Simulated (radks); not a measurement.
Results of a calculation; reference values are marked as such.
Task: The mean radii <r> (bohr) of the occupied orbitals of an atom or ion are listed with their occupations. Code: a radial shooting solver on a logarithmic mesh with Libxc functionals. Model: non-relativistic Kohn-Sham, exchange-only LDA, spin-polarised, spherical densities, point nucleus.

| orbital | occ. | <r> |
|---|---|---|
| 1s down | 1 | 0.07031 |
| 1s up | 1 | 0.07031 |
| 2s up | 1 | 0.3288 |
| 2s down | 1 | 0.3285 |
| 2p up | 3 | 0.2916 |
| 2p down | 3 | 0.2912 |
| 3s up | 1 | 1.017 |
| 3s down | 1 | 1.017 |
| 3p up | 3 | 1.089 |
| 3p down | 3 | 1.088 |
| 3d up | 2 | 1.435 |

Name the element and its charge. Open shells, if any, are filled with parallel spins first.

Result: Z = 22, titanium, charge +2: Ti2+ in [Ar] 3d2. The 1s radius gives Z: for a bare nucleus <r> = 1.5/Z, 0.06818 bohr for Z = 22, and screening makes it slightly larger (0.07031 here). The occupations add up to 20, and the charge is Z minus that.
